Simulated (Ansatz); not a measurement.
Gas-phase electronic energies from Ansatz, PBE0-D4/def2-TZVP geometries. CBS: MP2 limit from def2 TZ/QZ plus the TZ coupled-cluster correction, frozen cores. This one scheme is used for every species. Functionals use def2-TZVPP. Each species was taken in one conformer, which may not be the lowest.

`F[SiH2][SiH2]S` + H₂ → `F[SiH3]` + `[SiH3]S`  (hydrogenolysis of the Si–Si bond)

`F[SiH2][SiH2]S`:

```xyz
9

F     1.029    1.884    0.256
Si   -0.327    1.269   -0.356
Si   -0.424   -0.976    0.305
S     1.447   -1.899   -0.183
H    -1.461    2.085    0.153
H    -0.253    1.389   -1.834
H    -1.446   -1.713   -0.482
H    -0.752   -1.103    1.751
H     2.188   -0.935    0.390
```

H₂:

```xyz
2

H    -0.148   -0.327    0.101
H     0.148    0.327   -0.101
```

`F[SiH3]`:

Cartesian coordinates in Å:
```
F 1.336 -0.597 -0.539
Si -0.035 0.015 0.014
H -0.357 1.226 -0.778
H 0.152 0.362 1.442
H -1.097 -1.006 -0.140
```

`[SiH3]S`:

Cartesian coordinates in Å:
```
Si -0.326 0.147 0.388
S 0.626 0.250 -1.522
H -1.088 -1.118 0.553
H -1.253 1.303 0.413
H 0.656 0.260 1.496
H 1.385 -0.841 -1.327
```

| level | ΔE (kcal/mol) |
| --- | --- |
| PBE | -3.6 |
| MP2/CBS(def2) | -6.3 |

(1) What does CCSD(T)/CBS give? (Estimate.)

(2) What do rigid-rotor, harmonic-oscillator terms from PBE0-D4/def2-TZVP frequencies (298.15 K, 1 bar) make of the CCSD(T)/CBS value? (Best estimate.)

Largest T1 diagnostic among the species: 0.012.

Results:

(1) Ansatz gave: -6.2 kcal/mol. The listed levels differ from it by 2.6, -0.1 kcal/mol.

(2) Ansatz gave: ΔZPE = +2.8 kcal/mol, ΔH = -4.8 kcal/mol, ΔS = 23 J/(mol·K), ΔG = -6.4 kcal/mol. Modes under 50 cm⁻¹ make the entropy rough.

From r2SCAN to r2SCAN0 (25 % exact exchange), in def2-TZVPP and without D4, ΔE moves by −1.3 kcal/mol. Leaving LDA and LC-ωPBE aside and taking each functional with its dispersion term where it has one, the values, not all of them listed here, spread over 6.9 kcal/mol, from B2PLYP to revPBE-D4. LDA lies +0.8 kcal/mol from PBE without D4.
